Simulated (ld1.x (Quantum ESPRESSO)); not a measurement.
# Zn: one change to a TM semilocal potential, before and after

```json
{
 "Element": "zinc (Zn)",
 "Generator": "ld1.x (Quantum ESPRESSO) 7.5",
 "Type": "norm-conserving Troullier–Martins (semilocal form)",
 "Functional": "PBE",
 "Relativity": "scalar-relativistic",
 "Frozen core": "[Ne] 3s2",
 "Valence charge": "18",
 "Reference configuration": "3p6 3d10 4s2 4p0",
 "Partial waves": "4s (bound): rc 2.30 bohr; 3d (bound): rc 1.30 bohr; 3p (bound): rc 0.75 bohr",
 "Local potential": "the p channel",
 "Core correction": "Bessel-smoothed model core, default radius (core density twice the valence density)"
}
```

Change: wave 3p (bound): rc 0.75 bohr becomes 3p (bound): rc 0.64 bohr.

Cutoffs: the cutoffs (Ry, on a coarse ladder) from which the occupation-weighted sum of valence levels, in a spherical-Bessel basis at the reference potential, stays within 10 and 1 mRy of its value at 400 Ry; they do not see the model core or the augmentation charge, which bear on the density cutoff. Errors are all-electron minus pseudo energies relative to the spin-unpolarised reference configuration.

Question: How do hardness, ghosts and transferability respond?

Answer: Of the 7 tests that both files solve, the error grows in 2 and shrinks in 0 by more than 15 % and 0.3 meV (median size 15.9 → 18.5 meV); neither file shows a bound ghost. A semilocal file is local in each channel, so a ghost entry of none says nothing of the separable form that plane-wave codes build from it.

```tsv
quantity	base	changed
cutoff, loose	200 Ry	230 Ry
cutoff, tight	over 300 Ry	over 300 Ry
loose cutoff by channel (10 mRy a level)	s 8 Ry, d 140 Ry, p 140 Ry	s 8 Ry, d 140 Ry, p 160 Ry
bound ghosts	none	none
error for 3p6 3d10 4s1 4p0, meV [ΔE 9.89 eV]	-3.9	-3.9
error for 3p6 3d10 4s0 4p0, meV [ΔE 28.33 eV]	-35	-35
error for 3p6 3d9 4s0 4p0, meV [ΔE 68.86 eV]	-93	-93
error for 3p6 3d10 4s0 4p1, meV [ΔE 16.21 eV]	-15	-18
error for 3p6 3d10 4s0 4p2, meV [ΔE 10.56 eV]	-7.2	-12
error for 3p6 3d9 4s2 4p0, meV [ΔE 17.90 eV]	-16	-16
error for 3p6 3d8 4s0 4p0, meV [ΔE 130.68 eV]	-267	-267
s: phases at 2.50 bohr within 0.05 rad from the reference energy up to (Ry; the scan ends near 5)	2.4	2.4
p: phases at 2.50 bohr within 0.05 rad from the reference energy up to (Ry; the scan ends near 5)	n/a	n/a
d: phases at 2.50 bohr within 0.05 rad from the reference energy up to (Ry; the scan ends near 5)	1.2	1.2
```
